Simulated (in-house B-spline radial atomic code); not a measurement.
A fraction x of an electron is removed from 4d in the tin ion Sn³⁺, starting from [Kr] 4d10 5s1 and keeping the highest spin. Method: scalar-relativistic (X2C) SCAN, spin-polarised, spherical fractional occupations, Fermi nucleus of rms radius 4.6519 fm. Calculated with a radial B-spline atomic code at the basis-set limit.

```json
{"x": "0", "E(x) - E(0) (eV)": "0.0000", "4d down level (eV)": "-55.483"}
{"x": "0.02", "E(x) - E(0) (eV)": "1.1130", "4d down level (eV)": "-55.820"}
{"x": "0.15", "E(x) - E(0) (eV)": "8.5127", "4d down level (eV)": "-58.023"}
{"x": "0.35", "E(x) - E(0) (eV)": "20.4592", "4d down level (eV)": "-61.449"}
{"x": "0.42", "E(x) - E(0) (eV)": "24.8030", "4d down level (eV)": "-62.659"}
{"x": "0.5", "E(x) - E(0) (eV)": "29.8712", "4d down level (eV)": "-64.047"}
{"x": "0.61", "E(x) - E(0) (eV)": "?", "4d down level (eV)": "?"}
{"x": "0.67", "E(x) - E(0) (eV)": "41.0113", "4d down level (eV)": "-67.019"}
{"x": "0.8", "E(x) - E(0) (eV)": "?", "4d down level (eV)": "?"}
{"x": "0.94", "E(x) - E(0) (eV)": "59.7499", "4d down level (eV)": "-71.798"}
{"x": "1", "E(x) - E(0) (eV)": "64.0900", "4d down level (eV)": "-72.870"}
```

What belongs in the row x = 0.61?

An energy change of 37.0218 eV; 4d down at -65.966 eV.

What belongs in the row x = 0.8?

An energy change of 49.8726 eV; 4d down at -69.311 eV.

Check Janak's theorem between x = 0.02 and 0.15.

The slope of the energy is 56.92 eV; the orbital levels give 56.92 eV (-ε of the emptying orbital, averaged over the two points).
